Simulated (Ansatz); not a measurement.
`[F][GeH]([F])[GeH3]` + H₂Se → `[F][GeH]([F])[SeH]` + GeH₄ at 500 K and 1 bar (cleavage of the Ge–Ge bond).

Program: Ansatz. Geometries: PBE0-D4/def2-TZVP. ΔE: electronic, gas phase. CCSD(T)/CBS is the MP2 limit (def2-TZVPP, def2-QZVPP) plus CCSD(T) − MP2 in def2-TZVPP, frozen cores. For Ge, Se outer-core shells are correlated without core-valence functions, which leaves a few kJ/mol of doubt a bond. Scalar relativity is left out up to krypton. Each species was taken in one conformer, which may not be the lowest.

| species | CCSD(T)/CBS energy (Eh) | H − E (kJ/mol) | S (J/(mol·K)) |
| --- | --- | --- | --- |
| `[F][GeH]([F])[GeH3]` | -4354.28742 | 139.8 | 422.6 |
| H₂Se | -2401.89790 | 53.1 | 237.8 |
| `[F][GeH]([F])[SeH]` | -4677.70208 | 93.4 | 396.6 |
| GeH₄ | -2078.49493 | 99.4 | 244.6 |

H − E and S are ideal-gas, rigid-rotor, harmonic terms from PBE0-D4/def2-TZVP, for one conformer and one mirror image of each species. 1 Eh = 2625.50 kJ/mol, R = 8.31446 J/(mol·K).

Task: By hand: ΔE, ΔH, ΔS and ΔG.

Result: ΔE = (-4677.70208) + (-2078.49493) − (-4354.28742) − (-2401.89790) = -0.01169 Eh = -30.7 kJ/mol. Δ(H − E) = 93.4 + 99.4 − 139.8 − 53.1 = -0.1, so ΔH = -30.8 kJ/mol. ΔS = 396.6 + 244.6 − 422.6 − 237.8 = -19.2 J/(mol·K). ΔG = -30.8 − 500 × (-19.2)/1000 = -21.2 kJ/mol.

Task: By hand: the equilibrium constant, and the temperature at which ΔG would vanish if ΔH and ΔS stayed fixed.

Result: log₁₀ K = −ΔG/(RT ln 10) = 2.2. ΔG = 0 at ΔH/ΔS = 1604 K, though so small a ΔS makes that figure unsure.

ΔH outweighs TΔS. A doubt of 5 kJ/mol in ΔE shifts log₁₀ K by 0.5 here. Other conformers and mirror images would add mixing entropy, several J/(mol·K) or more a flexible species. These are equilibria of isolated gas molecules and say nothing of rates. Largest T1 diagnostic: 0.012 (customary marks: 0.02 for closed shells, 0.045 for open ones).
